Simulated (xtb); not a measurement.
Harmonic IR lines of one isomer of C$_{2}$H$_{2}$ClF, unscaled. These are xtb with GFN2-xTB values and carry that method's errors.

wavenumber (cm⁻¹): 388 (w), 653 (w), 852 (m), 923 (m), 1103 (vs), 1701 (s), 3134 (vw), 3186 (vw)

Which structure gives these lines?
A) `F/C=C/Cl`
B) `F/C=C\Cl`
C) `C=C(F)Cl`

C, `C=C(F)Cl`
